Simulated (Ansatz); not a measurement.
Reaction (substitution at a C–B bond): `C=C(Br)BC` + `OCS` → `COCS` + `BC(=C)Br`

Gas-phase electronic energies from Ansatz, PBE0-D4/def2-TZVP geometries. CCSD(T)/CBS adds triple-zeta CCSD(T) − MP2 to the extrapolated MP2 energy (def2 sets, frozen cores). This one scheme is used for every species. For Br outer-core shells are correlated without core-valence functions, which leaves a few kJ/mol of doubt a bond. Scalar relativity is left out up to krypton. One conformer a species, not always the lowest.

```
    species  CCSD(T)/CBS(def2) energy (Eh)
`C=C(Br)BC`                    -2715.86330
      `OCS`                     -513.38917
     `COCS`                     -552.63889
 `BC(=C)Br`                    -2676.58084
```

(1) Work out ΔE.

Largest T1 diagnostic among the species: 0.011.

Answers

(1) ΔE = (-552.63889) + (-2676.58084) − (-2715.86330) − (-513.38917) = 0.03274 Eh = +86.0 kJ/mol.

In def2-TZVPP, CCSD(T) changes the Hartree–Fock value by +9.7 kJ/mol (the triples alone add −0.5 kJ/mol) and MP2 by +14.4 kJ/mol.
